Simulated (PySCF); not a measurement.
# Nb⁺ (niobium, charge +1) across methods

[Kr] 4d3 5p1, one real determinant (an excited configuration). All numbers are calculated (PySCF 2.14, scalar relativity by spin-free X2C-1e, in x2c-TZVPPall with one added diffuse shell each of s, p, d, f type (9s7p7d3f1g, 95 functions)).

| method | E (hartree) | mean ε 4p β (eV) | mean ε 4d α (eV) | mean ε 5p α (eV) | Σ⟨r²⟩ (bohr²) | ⟨S²⟩ |
| --- | --- | --- | --- | --- | --- | --- |
| LDA | -3814.31 | -43.844 | -13.383 | -7.694 | 49.89 | 6.000 |
| PW91 | -3819.21 | -43.662 | -13.448 | -7.676 | 49.98 | 6.001 |
| B3LYP | -3818.97 | -45.482 | -14.453 | -7.962 | 50.36 | 6.001 |
| PBE | -3818.53 | -43.587 | -13.402 | -7.635 | 50.10 | 6.001 |
| r2SCAN | -3818.92 | -44.298 | -13.765 | -7.664 | 49.99 | 6.002 |
| BLYP | -3819.04 | -43.484 | -13.136 | -7.419 | 50.30 | 6.001 |
| PBE0 | -3818.61 | -45.860 | -14.858 | -8.120 | 50.27 | 6.001 |
| UHF | -3816.86937 | -51.463 | -18.650 | -9.177 | 52.22 | 6.005 |

(1) Estimate the same row for PBEsol.

⟨L²⟩ = 14.00 against 20 for a pure G term, so this real determinant mixes terms.

Results:

(1) E (hartree) = -3816.36; mean ε 4p β (eV) = -43.602; mean ε 4d α (eV) = -13.345; mean ε 5p α (eV) = -7.625; Σ⟨r²⟩ (bohr²) = 49.86; ⟨S²⟩ = 6.001.
